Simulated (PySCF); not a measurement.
Stepwise substitution at one centre (Ga F-CH3). All species are isolated molecules in the gas phase. Strings in code marks are SMILES.

All values below come from B3LYP-D3(BJ)/def2-TZVP (PySCF). All candidates: neutral, multiplicity 1. B3LYP has the VWN-RPA correlation part, as in Gaussian. Excitations are Tamm–Dancoff values on a coarser integration grid. The basis has no diffuse functions, so Rydberg states are missing or too high.

- S1 excitation (TDA) = 7.18 eV
- brightest of the four lowest singlets (TDA) = 7.54 eV
- HOMO–LUMO gap = 8.15 eV

**Question.** Which member has these values?
A) `[F][Ga]([F])[F]`
B) `[CH3][Ga]([CH3])[F]`
C) `[CH3][Ga]([CH3])[CH3]`
D) `[CH3][Ga]([F])[F]`

**Answer.** D, `[CH3][Ga]([F])[F]`. The others give `[CH3][Ga]([CH3])[CH3]`: 5.18 eV, 6.68 eV, 6.35 eV; `[CH3][Ga]([CH3])[F]`: 5.63 eV, 7.00 eV, 6.82 eV; `[F][Ga]([F])[F]`: 7.11 eV, 7.40 eV, 8.58 eV
